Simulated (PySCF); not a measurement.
**Electronic structure of Ag²⁺ (silver, charge +2) at the UHF level**

Configuration: [Kr] 4d8 5s1, high-spin 4F determinant (an excited configuration). Computed with PySCF 2.14 in aug-cc-pVTZ-PP with ECP28MDF, with scalar relativity through the core potential.

* Total energy: -144.832837 hartree
* One-electron energy: -243.0087 hartree
* Hartree (Coulomb) energy: 110.7306 hartree
* Exchange energy: -12.5548 hartree
* ⟨S²⟩: 3.7534
* ⟨L²⟩: 12.050
* Sum of ⟨r⟩: 20.61 bohr
* Sum of ⟨r²⟩: 30.85 bohr²

```
shell  electrons  mean orbital energy (hartree)  spread (hartree)  rms radius, mean of both spins (bohr)
 4s α          1                       -5.47655                 0                                  0.974
 4s β          1                       -5.29830                 0                                  0.974
 4p α          3                       -3.90947                 0                                   1.07
 4p β          3                       -3.70284                 0                                   1.07
 4d α          5                       -1.54282           0.05122                                   1.37
 4d β          3                       -1.46093                 0                                   1.37
 5s α          1                       -0.94840                 0                                   2.68
```

Energies and moments cover only the electrons outside the core potential.
